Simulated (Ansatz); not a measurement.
The cluster LiB7⁻, relaxed as a doublet with UKS B3LYP-D4/def2-SVPD in Ansatz, starting from the GFN2-xTB geometry. Force threshold 0.02 eV/Å.

The highest occupied level of the charge -1 doublet lies above zero (up to 0.04 eV). The electron is either unbound and held by the finite basis, or the level is raised by self-interaction error. Another isomer (doublet) lies 1.48 eV lower at PBE0-D4/def2-TZVPD; other spin states weren't run for this one.

Start:

```csv
atom,x (Å),y (Å),z (Å)
Li1,-0.192,-1.489,2.355
B2,-0.329,1.718,0.211
B3,-0.867,-0.240,-0.280
B4,0.546,0.439,-1.505
B5,1.092,-0.633,-0.527
B6,-0.823,1.127,-1.151
B7,-0.002,-1.452,0.349
B8,0.576,0.531,0.548
```

(1) Estimate the energy that the relaxation releases and the steps that it takes.

(2) Does the start keep its bonding?

(3) Predict the relaxed structure.

Results:

(1) 1.39 eV, in 15 steps; 55 s on 4 threads of Arm Neoverse V1 on a shared host. No frequencies were taken in this run, so the end may be a saddle point.

(2) Bonds formed: Li1–B2, Li1–B3, Li1–B6, Li1–B8, B2–B4 (atoms count from 1).

(3) 
```xyz
8

Li   -0.9491   -0.2732    1.6335
B    -0.0353    1.4973    0.4122
B    -0.6298   -0.6255   -0.4322
B     0.3860    0.6710   -1.1084
B     1.0699   -0.7490   -1.0063
B    -1.2264    0.8649   -0.3876
B     0.5695   -1.5262    0.3546
B     0.8150    0.1409    0.5342
```
Bond lengths: 14 × B–B 1.57 to 1.90 Å; 5 × B–Li 2.12 to 2.35 Å.
